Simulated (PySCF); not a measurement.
Si(NHSiH3)2(Cl)2 (Cl2H8N2Si3), SMILES [SiH3]N[Si](Cl)(Cl)N[SiH3].

The structure is a stationary point at PBE-D3(BJ)/def2-SVP. The values are those of a single conformer.

All values below come from PySCF with PBE-D3(BJ)/def2-SVP.

Frequencies are harmonic and unscaled.

| mode | ν (cm⁻¹) | IR (km/mol) | moving atoms (share of kinetic energy) |
|---|---|---|---|
| 1 | 31 | 0.3 | Si 55 %, Cl 20 %, H 18 % |
| 2 | 51 | 0.1 | Si 43 %, Cl 21 %, H 18 %, N 18 % |
| 3 | 89 | 0.4 | Cl 38 %, Si 37 %, H 15 %, N 10 % |
| 4 | 117 | 1.8 | H 50 %, Si 21 %, Cl 19 %, N 10 % |
| 5 | 120 | 1.5 | H 40 %, Cl 26 %, Si 23 %, N 10 % |
| 6 | 128 | 0.1 | H 96 % |
| 7 | 155 | 4.1 | Cl 58 %, H 20 %, N 14 % |
| 8 | 180 | 1.4 | N 31 %, H 28 %, Si 21 %, Cl 20 % |
| 9 | 242 | 11.7 | N 30 %, Cl 27 %, Si 26 %, H 17 % |
| 10 | 284 | 3.5 | Cl 44 %, Si 26 %, N 16 %, H 14 % |
| 11 | 310 | 7.0 | N 35 %, Si 31 %, Cl 17 %, H 17 % |
| 12 | 343 | 35.1 | H 67 %, N 27 % |
| 13 | 396 | 86.9 | H 68 %, N 24 % |
| 14 | 465 | 51.1 | Cl 38 %, N 28 %, Si 20 %, H 14 % |
| 15 | 576 | 140.7 | Si 61 %, Cl 26 %, H 12 % |
| 16 | 625 | 25.0 | H 50 %, Si 40 % |
| 17 | 640 | 21.8 | H 52 %, Si 40 % |
| 18 | 682 | 12.2 | H 86 %, Si 9 % |
| 19 | 692 | 31.6 | H 86 %, Si 9 % |
| 20 | 755 | 113.2 | H 39 %, N 37 %, Si 23 % |
| 21 | 788 | 103.0 | N 47 %, H 29 %, Si 24 % |
| 22 | 891 | 364.8 | H 65 %, Si 19 %, N 15 % |
| 23 | 901 | 93.3 | H 89 % |
| 24 | 904 | 133.0 | H 82 %, N 9 %, Si 9 % |
| 25 | 908 | 297.1 | H 52 %, N 30 %, Si 18 % |
| 26 | 922 | 46.3 | H 92 % |
| 27 | 926 | 10.5 | H 94 % |
| 28 | 955 | 94.6 | H 88 % |
| 29 | 972 | 48.8 | H 71 %, N 16 %, Si 13 % |
| 30 | 1127 | 215.8 | H 62 %, N 34 % |
| 31 | 1149 | 211.5 | H 62 %, N 34 % |
| 32 | 2151 | 103.9 | H 97 % |
| 33 | 2171 | 130.8 | H 98 % |
| 34 | 2173 | 40.6 | H 98 % |
| 35 | 2176 | 126.9 | H 96 % |
| 36 | 2180 | 95.7 | H 96 % |
| 37 | 2183 | 108.7 | H 96 % |
| 38 | 3503 | 37.7 | H 93 % |
| 39 | 3529 | 49.7 | H 93 % |
